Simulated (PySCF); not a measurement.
**`C=N/C=C(/Cl)C1=CCC1=O`, C7H6ClNO**

Geometry:
```
atom   x (Å)   y (Å)   z (Å)
  C1  -2.176  -0.515  -1.242
  N2  -2.329   0.120  -0.171
  C3  -1.708   1.233   0.275
  C4  -0.401   1.326   0.606
 Cl5   0.146   2.785   1.398
  C6   0.612   0.330   0.438
  C7   1.924   0.268   0.783
  C8   2.160  -1.107   0.211
  C9   0.678  -1.015  -0.190
 O10  -0.066  -1.740  -0.785
 H11  -1.575  -0.166  -2.081
 H12  -2.727  -1.434  -1.372
 H13  -2.379   2.045   0.527
 H14   2.586   0.948   1.284
 H15   2.862  -1.173  -0.621
 H16   2.384  -1.895   0.930
```

Computed with PySCF, GIAO BHandHLYP/pcSseg-1 magnetisability, rotational g tensor and spin-rotation constants, non-relativistic, gas phase. Geometry: GFN2-xTB.

**Question.** Give the nuclear spin-rotation constants along the inertial axes (H = +C I·J) beside the isotropic shieldings.

**Answer.** Rotational constants 1.4629, 1.1108, 0.6427 GHz. A star marks the isotopologue with that one atom substituted, in its own axes.
```csv
atom,isotope,Caa (kHz),Cbb (kHz),Ccc (kHz),mean (kHz),σ (ppm)
N2,14N,0.437,0.114,0.101,0.217,-97.1
Cl5,35Cl,0.093,0.300,0.186,0.193,795.5
H11,1H,-0.134,-0.087,0.048,-0.058,24.3
H12,1H,0.066,-0.067,-0.049,-0.017,24.2
H13,1H,0.040,-0.014,-0.074,-0.016,24.4
H14,1H,0.079,-0.024,-0.079,-0.008,23.7
H15,1H,-0.139,-0.072,-0.010,-0.074,28.8
H16,1H,-0.143,-0.074,-0.007,-0.075,28.8
C1,13C*,0.602,0.261,0.271,0.378,25.9
C3,13C*,0.697,0.406,0.126,0.409,33.8
C4,13C*,0.575,0.295,0.121,0.330,76.1
C6,13C*,0.754,0.379,0.134,0.422,29.2
C7,13C*,0.818,0.445,0.080,0.448,23.3
C8,13C*,0.252,0.203,0.126,0.194,140.1
C9,13C*,0.708,0.563,0.148,0.473,-6.8
O10,17O*,-1.240,-0.779,-0.045,-0.688,-261.7
```
For the geometry as given, no vibrational averaging.
